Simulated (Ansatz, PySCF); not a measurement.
Dissociation curve of BrNa, singlet.

UHF/cc-pVDZ (Ansatz, a program for electronic structure); RHF/cc-pVDZ (Ansatz); UKS-PBE0 = unrestricted PBE0/cc-pVDZ (Ansatz); RKS-PBE0 = restricted PBE0/cc-pVDZ (Ansatz); UKS-BLYP = unrestricted BLYP/cc-pVDZ in Ansatz; RKS-BLYP = restricted BLYP/cc-pVDZ (Ansatz); UKS-PBE = Ansatz with unrestricted PBE/cc-pVDZ; RKS-PBE = restricted PBE/cc-pVDZ (Ansatz); UKS-B3LYP/6-31G* = unrestricted B3LYP/6-31G*, spherical d (PySCF); RKS-B3LYP/6-31G* = restricted B3LYP/6-31G*, spherical d in PySCF; UKS-B3LYP/LANL2DZ = unrestricted B3LYP/LANL2DZ, with its core potentials past Ne (PySCF); RKS-B3LYP/LANL2DZ = restricted B3LYP/LANL2DZ, with its core potentials past Ne (PySCF); UKS-M06-2X/6-31G* = unrestricted M06-2X/6-31G*, spherical d (PySCF 2.14.0); RKS-M06-2X/6-31G* = restricted M06-2X/6-31G*, spherical d (PySCF).

Scanned distances (Å): 2.08, 2.22, 2.37, 2.47, 2.59, 2.72, 2.79, 2.89, 2.98, 3.06, 3.24, 3.37, 3.60, 3.85, 4.21, 4.57, 5.09, 5.65, 6.35, 7.11, 8.34, 9.80.

Question: Where does the unrestricted solution first break spin symmetry (<S²> of 0.01 or more)?

Answer: UHF: between 5.09 and 5.65 Å; UKS-PBE0: between 4.21 and 4.57 Å; UKS-BLYP: between 4.21 and 4.57 Å; UKS-PBE: between 4.21 and 4.57 Å; UKS-B3LYP/6-31G*: between 4.21 and 4.57 Å; UKS-B3LYP/LANL2DZ: between 4.21 and 4.57 Å; UKS-M06-2X/6-31G*: at none of the points with a result.

```tsv
R / Å	<S²> UHF	E(RHF) − E(UHF) / kcal/mol	<S²> UKS-PBE0	E(RKS-PBE0) − E(UKS-PBE0) / kcal/mol	<S²> UKS-BLYP	E(RKS-BLYP) − E(UKS-BLYP) / kcal/mol	<S²> UKS-PBE	E(RKS-PBE) − E(UKS-PBE) / kcal/mol	<S²> UKS-B3LYP/6-31G*	E(RKS-B3LYP/6-31G*) − E(UKS-B3LYP/6-31G*) / kcal/mol	<S²> UKS-B3LYP/LANL2DZ	E(RKS-B3LYP/LANL2DZ) − E(UKS-B3LYP/LANL2DZ) / kcal/mol	<S²> UKS-M06-2X/6-31G*	E(RKS-M06-2X/6-31G*) − E(UKS-M06-2X/6-31G*) / kcal/mol
2.08	0.00	0.0	0.00	0.0	0.00	0.0	0.00	0.0	0.00	0.0	0.00	0.0	0.00	0.0
2.22	0.00	0.0	0.00	0.0	0.00	0.0	0.00	0.0	0.00	0.0	0.00	0.0	0.00	0.0
2.37	0.00	0.0	0.00	0.0	0.00	0.0	0.00	0.0	0.00	0.0	0.00	0.0	0.00	0.0
2.47	0.00	0.0	0.00	0.0	0.00	0.0	0.00	0.0	0.00	0.0	0.00	0.0	0.00	0.0
2.59	0.00	0.0	0.00	0.0	0.00	0.0	0.00	0.0	0.00	0.0	0.00	0.0	0.00	0.0
2.72	0.00	0.0	0.00	0.0	0.00	0.0	0.00	0.0	0.00	0.0	0.00	0.0	0.00	0.0
2.79	0.00	0.0	0.00	0.0	0.00	0.0	0.00	0.0	0.00	0.0	0.00	0.0	0.00	0.0
2.89	0.00	0.0	0.00	0.0	0.00	0.0	0.00	0.0	0.00	0.0	0.00	0.0	0.00	0.0
2.98	0.00	0.0	0.00	0.0	0.00	0.0	0.00	0.0	0.00	0.0	0.00	0.0	0.00	0.0
3.06	0.00	0.0	0.00	0.0	0.00	0.0	0.00	0.0	0.00	0.0	0.00	0.0	0.00	0.0
3.24	0.00	0.0	0.00	0.0	0.00	0.0	0.00	0.0	0.00	0.0	0.00	0.0	0.00	0.0
3.37	0.00	0.0	0.00	0.0	0.00	0.0	0.00	0.0	0.00	0.0	0.00	0.0	0.00	0.0
3.60	0.00	0.0	0.00	0.0	0.00	0.0	0.00	0.0	0.00	0.0	0.00	0.0	0.00	0.0
3.85	0.00	0.0	0.00	0.0	0.00	0.0	0.00	0.0	0.00	0.0	0.00	0.0	0.00	0.0
4.21	0.00	0.0	0.00	0.0	0.00	0.0	0.00	0.0	0.00	0.0	0.00	0.0	0.00	0.0
4.57	0.00	0.0	0.14	0.3	0.14	0.2	0.15	0.2	0.09	0.1	0.03	0.0	0.00	0.0
5.09	0.00	0.0	0.31	1.6	0.31	0.7	0.32	1.1	0.28	1.0	0.27	1.0	0.00	0.0
5.65	0.98	6.7	0.42	3.3	0.44	1.6	0.43	2.2	0.39	2.3	0.38	2.4	0.00	0.0
6.35	1.00	14.3	0.49	5.1	0.52	2.6	0.50	3.3	0.47	3.7	0.46	4.0	0.20	—
7.11	1.01	20.8	0.54	6.6	0.56	3.3	0.54	4.1	0.52	4.8	0.52	5.3	0.51	—
8.34	1.01	28.4	0.59	8.3	0.59	3.8	0.58	4.7	0.56	6.1	0.57	6.7	0.66	—
9.80	1.01	34.3	0.63	9.5	0.61	4.1	0.60	5.1	0.59	7.1	0.60	7.8	0.75	—
```

Dashes: no converged value, or the column stops at the first point that the program doubted or that broke a chosen test of continuity, which isn't proof of a fault.
